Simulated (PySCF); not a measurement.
## Excitation energy of Br⁺ by level of theory

Br⁺ [Ar] 3d10 4s2 4p4 (3P) → Br⁺ [Ar] 3d10 4s1 4p5 (3P), as a difference of total energies. Calculation: PySCF 2.14, in aug-cc-pwCVDZ-PP with ECP10MDF; scalar relativity through the core potential. Correlated levels: valence: 3s2 3p6 3d10 frozen; valence and next inner shell: nothing frozen outside the core potential. The calculations carry no spin-orbit coupling.

```tsv
method	excitation energy (eV)	error (eV)
UHF	14.267	+2.343
LDA	13.003	+1.079
PBE	12.888	+0.964
PBE0	13.253	+1.329
r2SCAN	13.112	+1.188
M06-L	13.069	+1.145
B3LYP	13.233	+1.309
M06	13.303	+1.379
BLYP	12.938	+1.014
MP2 (valence)	13.107	+1.183
SCS-MP2 (valence)	12.939	+1.015
MP2 (valence and next inner shell)	13.164	+1.240
SCS-MP2 (valence and next inner shell)	12.978	+1.054
```

Reference: 11.924 eV (measured; NIST levels, between the centres of gravity of the two terms).

Errors of the correlated levels include the incompleteness of this basis and the frozen core.
